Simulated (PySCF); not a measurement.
A side-by-side comparison of computed properties.

First species: C₈H₁₃NSi.
Numbering: `[cH:1]1[cH:2][cH:3][n:4]([SiH2:5][CH2:6][CH:7]2[CH2:8][CH2:9]2)[cH:10]1` (hydrogens: H11 on C1; H12 on C2; H13 on C3; H14, H15 on Si5; H16, H17 on C6; H18 on C7; H19, H20 on C8; H21, H22 on C9; H23 on C10)

Second species: C₇H₁₃OP.
SMILES with atom numbers: `[CH2:1]=[CH:2][CH2:3][P@:4]([CH3:5])(=[O:6])[C:7](=[CH2:8])[CH3:9]` (hydrogens: H10, H11 on C1; H12 on C2; H13, H14 on C3; H15, H16, H17 on C5; H18, H19 on C8; H20, H21, H22 on C9)

Levels: PBE0/pcSseg-1 for dipole moment, HOMO energy, LUMO energy and HOMO–LUMO gap; GFN2-xTB for rotational constant A and rotational constant C. Geometries: GFN2-xTB. Each structure is a single optimised conformer of the isolated species, non-relativistic unless stated; the electronic structure was computed with PySCF and density fitting.

Dipoles, sizes and rotational constants follow the conformer. The torsions of the flexible species, by atom-mapped SMILES:
- `[cH:1]1[cH:2][cH:3][n:4]([SiH2:5][CH2:6][CH:7]2[CH2:8][CH2:9]2)[cH:10]1`: C3–N4–Si5–C6 -82°, N4–Si5–C6–C7 -60°, Si5–C6–C7–C8 150°
- `[CH2:1]=[CH:2][CH2:3][P@:4]([CH3:5])(=[O:6])[C:7](=[CH2:8])[CH3:9]`: C1–C2–C3–P4 92°, C2–C3–P4–C5 62°, C3–P4–C7–C8 128°

```csv
property,column X,column Y
dipole moment,1.78 D,3.94 D
HOMO energy,-6.13 eV,-7.13 eV
LUMO energy,0.73 eV,-0.38 eV
HOMO–LUMO gap,6.86 eV,6.75 eV
rotational constant A,1.817 GHz,2.273 GHz
rotational constant C,0.667 GHz,0.863 GHz
```

Which column belongs to which species?

Column X is the first species and column Y the second. The first has 23 atoms and 82 electrons, the second 22 and 78.

How does each property change from the first species to the second?

dipole moment +2.16 D; HOMO energy -1.00 eV; LUMO energy -1.11 eV; HOMO–LUMO gap -0.11 eV; rotational constant A +0.456 GHz; rotational constant C +0.196 GHz.

On the first: In atomic units the dipole is 0.70 e·bohr (1 au = 2.5417 D).

On the second: The dipole equals about 13.1 × 10⁻³⁰ C·m (1 D = 3.33564 × 10⁻³⁰ C·m). A dipole of 3.94 D is allowed in C1, and pure rotational transitions are dipole-allowed.
